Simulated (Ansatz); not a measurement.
`COB(C)N` + `NC(F)(F)S` → `COB(C)S` + `NC(N)(F)F`  (formal exchange of groups at a B–N bond)

Program: Ansatz. Geometries: PBE0-D4/def2-TZVP. ΔE: electronic, gas phase. CBS: MP2 limit from def2 TZ/QZ plus the TZ coupled-cluster correction, frozen cores. One conformer a species, not always the lowest.

```tsv
species	CCSD(T)/CBS(def2) energy (Eh)
`COB(C)N`	-235.69052
`NC(F)(F)S`	-691.91202
`COB(C)S`	-578.14380
`NC(N)(F)F`	-349.46459
```

**Question.** Work out ΔE.

**Answer.** ΔE = (-578.14380) + (-349.46459) − (-235.69052) − (-691.91202) = -0.00585 Eh = -3.7 kcal/mol.

**Question.** What do rigid-rotor, harmonic-oscillator terms from PBE0-D4/def2-TZVP frequencies (298.15 K, 1 bar) make of the CCSD(T)/CBS value? (Best estimate.)

**Answer.** The calculation gave: ΔZPE = +0.9 kcal/mol, ΔH = -3.0 kcal/mol, ΔS = -11 J/(mol·K), ΔG = -2.3 kcal/mol.

Largest T1 diagnostic among the species: 0.012.

Leaving LDA and LC-ωPBE aside and taking each functional with its dispersion term where it has one, the values, not all of them listed here, spread over 3.2 kcal/mol, from PBE-QIDH to BLYP-D4. At CCSD(T), def2-SVP lies −4.4 kcal/mol from the extrapolated value and def2-TZVPP −1.0 kcal/mol.
